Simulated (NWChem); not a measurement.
System: CH4BFO; SMILES COBF

Parts of the log:

```
             Northwest Computational Chemistry Package (NWChem) 7.3.0
             --------------------------------------------------------

                             Geometry "geometry" -> ""
                             -------------------------

 Output coordinates in angstroms (scale by  1.889725989 to convert to a.u.)

  No.       Tag          Charge          X              Y              Z
 ---- ---------------- ---------- -------------- -------------- --------------
    1 B                    5.0000    -0.64727800    -0.74690900     0.00000000
    2 H                    1.0000    -1.70188900    -1.34523200     0.00000000
    3 F                    9.0000     0.50908700    -1.43118400     0.00000000
    4 O                    8.0000    -0.66122000     0.60307100     0.00000000
    5 C                    6.0000     0.52397400     1.39383800     0.00000000
    6 H                    1.0000     1.44225700     0.77220900     0.00000000
    7 H                    1.0000     0.52287700     2.04321700    -0.89887600
    8 H                    1.0000     0.52287700     2.04321700     0.89887600

 Effective nuclear repulsion energy (a.u.)     114.5411134756

  xc_inp: hfexch multiplicative factor not found.
                              NWChem Property Module
                              ----------------------

  itol2e modified to match energy
  convergence criterion.

                                 NWChem DFT Module
                                 -----------------

 Summary of "ao basis" -> "ao basis" (spherical)
 ------------------------------------------------------------------------------
       Tag                 Description            Shells   Functions and Types
 ---------------- ------------------------------  ------  ---------------------
 B                          def2-svp                 6       14   3s2p1d
 H                          def2-svp                 3        5   2s1p
 F                          def2-svp                 6       14   3s2p1d
 O                          def2-svp                 6       14   3s2p1d
 C                          def2-svp                 6       14   3s2p1d

  itol2e modified to match energy
  convergence criterion.

            General Information
            -------------------
          SCF calculation type: DFT
          Wavefunction type:  closed shell.
          No. of atoms     :     8
          No. of electrons :    32
           Alpha electrons :    16
            Beta electrons :    16
          Charge           :     0
          Spin multiplicity:     1
          Use of symmetry is: off; symmetry adaption is: off
          Maximum number of iterations: 150
          AO basis - number of functions:    76
                     number of shells:    36
          Convergence on energy requested:  1.00D-07
          Convergence on density requested:  1.00D-05
          Convergence on gradient requested:  5.00D-04

              XC Information
              --------------
                     Hartree-Fock (Exact) Exchange  1.000

      Superposition of Atomic Density Guess
      -------------------------------------

 Sum of atomic energies:        -238.10958646

      Non-variational initial energy
      ------------------------------

 Total energy =    -239.651649
 1-e energy   =    -553.726854
 2-e energy   =     199.534091
 HOMO         =      -0.403903
 LUMO         =       0.066413

   convergence    iter        energy       DeltaE   RMS-Dens  Diis-err
 ---------------- ----- ----------------- --------- --------- ---------
 d= 0,ls=0.0,diis     1   -239.0327495499 -3.54D+02  6.91D-03  5.26D-01
 d= 0,ls=0.0,diis     2   -239.0847950556 -5.20D-02  2.37D-03  1.33D-01
 d= 0,ls=0.0,diis     3   -239.0963636003 -1.16D-02  7.47D-04  4.85D-03
 d= 0,ls=0.0,diis     4   -239.0970694304 -7.06D-04  1.50D-04  1.46D-04
 d= 0,ls=0.0,diis     5   -239.0970924557 -2.30D-05  4.33D-05  1.39D-05
  Resetting Diis
 d= 0,ls=0.0,diis     6   -239.0970944652 -2.01D-06  1.50D-05  1.73D-06
 d= 0,ls=0.0,diis     7   -239.0970947141 -2.49D-07  3.40D-06  6.65D-08
 d= 0,ls=0.0,diis     8   -239.0970947283 -1.42D-08  1.22D-06  1.42D-08

         Total DFT energy =     -239.097094728327
      One electron energy =     -556.513408288478
           Coulomb energy =      231.721001492950
    Exchange-Corr. energy =      -28.845801408420
 Nuclear repulsion energy =      114.541113475621

 Numeric. integr. density =        0.000000000000

                       DFT Final Molecular Orbital Analysis
                       ------------------------------------

 Vector   14  Occ=2.000000D+00  E=-5.272352D-01
              MO Center= -6.5D-01, -4.2D-01,  2.8D-15, r^2= 3.1D+00
   Bfn.  Coefficient  Atom+Function         Bfn.  Coefficient  Atom+Function
  ----- ------------  ---------------      ----- ------------  ---------------
    15      0.320067  2 H  s                 38      0.250168  4 O  py
     4      0.237000  1 B  px                 5      0.232150  1 B  py
    52     -0.198089  5 C  py                16      0.197056  2 H  s
    23     -0.162390  3 F  px                24     -0.161346  3 F  py
    62      0.158171  6 H  s                 41      0.142635  4 O  py

 Vector   15  Occ=2.000000D+00  E=-5.037855D-01
              MO Center= -2.9D-01,  3.5D-01,  4.3D-15, r^2= 2.7D+00
   Bfn.  Coefficient  Atom+Function         Bfn.  Coefficient  Atom+Function
  ----- ------------  ---------------      ----- ------------  ---------------
    37      0.371949  4 O  px                40      0.286734  4 O  px
    62     -0.263127  6 H  s                 51     -0.249473  5 C  px
    15      0.210527  2 H  s                 16      0.177194  2 H  s
     2      0.168970  1 B  s                 38     -0.153847  4 O  py
    23     -0.150992  3 F  px                36     -0.151525  4 O  s

 Vector   16  Occ=2.000000D+00  E=-4.837508D-01
              MO Center= -1.3D-01,  9.8D-01, -7.0D-15, r^2= 1.9D+00
   Bfn.  Coefficient  Atom+Function         Bfn.  Coefficient  Atom+Function
  ----- ------------  ---------------      ----- ------------  ---------------
    39      0.468950  4 O  pz                42      0.382215  4 O  pz
    53     -0.273534  5 C  pz                67      0.240832  7 H  s
    72     -0.240832  8 H  s                  6     -0.126418  1 B  pz
    56     -0.120691  5 C  pz                68      0.114741  7 H  s
    73     -0.114741  8 H  s                 25      0.106217  3 F  pz

 Vector   17  Occ=0.000000D+00  E= 1.590828D-01
              MO Center= -6.8D-01, -6.8D-01,  2.6D-13, r^2= 3.2D+00
   Bfn.  Coefficient  Atom+Function         Bfn.  Coefficient  Atom+Function
  ----- ------------  ---------------      ----- ------------  ---------------
     9      0.855244  1 B  pz                 6     -0.366469  1 B  pz
    42     -0.305298  4 O  pz                68     -0.284384  7 H  s
    73      0.284384  8 H  s                 28     -0.246933  3 F  pz
    56     -0.231971  5 C  pz                39     -0.213875  4 O  pz
    25      0.186896  3 F  pz                53     -0.047898  5 C  pz

[...]

          -----------------------
          Electric field gradient
          -----------------------

 1 a.u. = 0.324123 10**(16) esu/cm**3  ( or statvolts/cm**2 ) = 0.97174 10**(22) v/m**2

 ------------------------------------------------------------
   Atom      X         Y         Z
 ------------------------------------------------------------
    1 B   -1.22318  -1.41145   0.00000
 ------------------------------------------------------------

 Electric field gradient in molecular frame (a.u.)
         XX             YY             ZZ             XY             XZ             YZ
 ------------------------------------------------------------------------------------------
        0.170853       0.189913      -0.360766       0.108052       0.000000       0.000000

 Principal components (a.u.) and orientation
 of principal axis w.r.t. absolute frame                      Asymmetry parameter eta
 --------------------------------------------------------------------------------------
       -0.360766       0.288854       0.071912                       0.601339

        0.000000       0.675330       0.737515
        0.000000       0.737515      -0.675330
        1.000000       0.000000       0.000000

 ------------------------------------------------------------
   Atom      X         Y         Z
 ------------------------------------------------------------
    2 H   -3.21610  -2.54212   0.00000
 ------------------------------------------------------------

 Electric field gradient in molecular frame (a.u.)
         XX             YY             ZZ             XY             XZ             YZ
 ------------------------------------------------------------------------------------------
       -0.134989       0.030428       0.104561      -0.141464      -0.000000       0.000000

 Principal components (a.u.) and orientation
 of principal axis w.r.t. absolute frame                      Asymmetry parameter eta
 --------------------------------------------------------------------------------------
       -0.216149       0.111588       0.104561                       0.032510

        0.867388      -0.497632       0.000000
        0.497632       0.867388       0.000000
        0.000000       0.000000       1.000000

 ------------------------------------------------------------
   Atom      X         Y         Z
 ------------------------------------------------------------
    3 F    0.96203  -2.70455   0.00000
 ------------------------------------------------------------

 Electric field gradient in molecular frame (a.u.)
         XX             YY             ZZ             XY             XZ             YZ
 ------------------------------------------------------------------------------------------
       -0.715692       0.425302       0.290390       1.073607       0.000000      -0.000000

 Principal components (a.u.) and orientation
 of principal axis w.r.t. absolute frame                      Asymmetry parameter eta
 --------------------------------------------------------------------------------------
       -1.360966       1.070576       0.290390                       0.573259

        0.857102       0.515147       0.000000
       -0.515147       0.857102       0.000000
        0.000000       0.000000       1.000000

 ------------------------------------------------------------
   Atom      X         Y         Z
 ------------------------------------------------------------
    4 O   -1.24952   1.13964   0.00000
 ------------------------------------------------------------

 Electric field gradient in molecular frame (a.u.)
         XX             YY             ZZ             XY             XZ             YZ
 ------------------------------------------------------------------------------------------
       -0.187534      -0.553153       0.740687      -1.118022      -0.000000       0.000000

 Principal components (a.u.) and orientation
 of principal axis w.r.t. absolute frame                      Asymmetry parameter eta
 --------------------------------------------------------------------------------------
       -1.503213       0.762526       0.740687                       0.014528

        0.647546       0.762026       0.000000
        0.762026      -0.647546       0.000000
        0.000000       0.000000       1.000000

 ------------------------------------------------------------
   Atom      X         Y         Z
 ------------------------------------------------------------
    5 C    0.99017   2.63397   0.00000
 ------------------------------------------------------------

 Electric field gradient in molecular frame (a.u.)
         XX             YY             ZZ             XY             XZ             YZ
 ------------------------------------------------------------------------------------------
       -0.201548       0.003336       0.198212      -0.292633      -0.000000      -0.000000

 Principal components (a.u.) and orientation
 of principal axis w.r.t. absolute frame                      Asymmetry parameter eta
 --------------------------------------------------------------------------------------
       -0.409152       0.210940       0.198212                       0.031110

        0.815601      -0.578615       0.000000
        0.578615       0.815601       0.000000
        0.000000       0.000000       1.000000

 ------------------------------------------------------------
   Atom      X         Y         Z
 ------------------------------------------------------------
    6 H    2.72547   1.45926   0.00000
 ------------------------------------------------------------

 Electric field gradient in molecular frame (a.u.)
         XX             YY             ZZ             XY             XZ             YZ
 ------------------------------------------------------------------------------------------
       -0.154098       0.002449       0.151648       0.185722       0.000000      -0.000000

 Principal components (a.u.) and orientation
 of principal axis w.r.t. absolute frame                      Asymmetry parameter eta
 --------------------------------------------------------------------------------------
       -0.277367       0.151648       0.125719                       0.093486

        0.833178       0.000000       0.553005
       -0.553005       0.000000       0.833178
        0.000000       1.000000       0.000000

 ------------------------------------------------------------
   Atom      X         Y         Z
 ------------------------------------------------------------
    7 H    0.98809   3.86112  -1.69863
 ------------------------------------------------------------

 Electric field gradient in molecular frame (a.u.)
         XX             YY             ZZ             XY             XZ             YZ
 ------------------------------------------------------------------------------------------
        0.136832      -0.001618      -0.135214      -0.008674      -0.003916       0.204078

 Principal components (a.u.) and orientation
 of principal axis w.r.t. absolute frame                      Asymmetry parameter eta
 --------------------------------------------------------------------------------------
       -0.283157       0.152035       0.131122                       0.073856

       -0.004575      -0.522926       0.852366
       -0.586983       0.691482       0.421074
        0.809586       0.498398       0.310112

 ------------------------------------------------------------
   Atom      X         Y         Z
 ------------------------------------------------------------
    8 H    0.98809   3.86112   1.69863
 ------------------------------------------------------------

 Electric field gradient in molecular frame (a.u.)
         XX             YY             ZZ             XY             XZ             YZ
 ------------------------------------------------------------------------------------------
        0.136832      -0.001618      -0.135214      -0.008674       0.003916      -0.204078

 Principal components (a.u.) and orientation
 of principal axis w.r.t. absolute frame                      Asymmetry parameter eta
 --------------------------------------------------------------------------------------
       -0.283157       0.152035       0.131122                       0.073856

        0.004575      -0.522926       0.852366
        0.586983       0.691482       0.421074
        0.809586      -0.498398      -0.310112
```

Level: Hartree-Fock/def2-SVP. All runs use the structure optimised with PBE-D3(BJ)/def2-SVP. NWChem prints the field gradient with the sign opposite to the second derivative of the potential.

### Question
Reconstruct the input file.

### Answer
Several could match; the one computed here: the input that was run:
```
start job
memory heap 200 mb stack 900 mb global 1100 mb
geometry units angstroms noautosym nocenter noautoz
  B     -0.647278    -0.746909     0.000000
  H     -1.701889    -1.345232     0.000000
  F      0.509087    -1.431184     0.000000
  O     -0.661220     0.603071     0.000000
  C      0.523974     1.393838     0.000000
  H      1.442257     0.772209     0.000000
  H      0.522877     2.043217    -0.898876
  H      0.522877     2.043217     0.898876
end
basis spherical
  B library def2-svp
  H library def2-svp
  F library def2-svp
  O library def2-svp
  C library def2-svp
end
dft
  xc hfexch
  iterations 150
end
property
  efieldgrad
end
task dft property
```
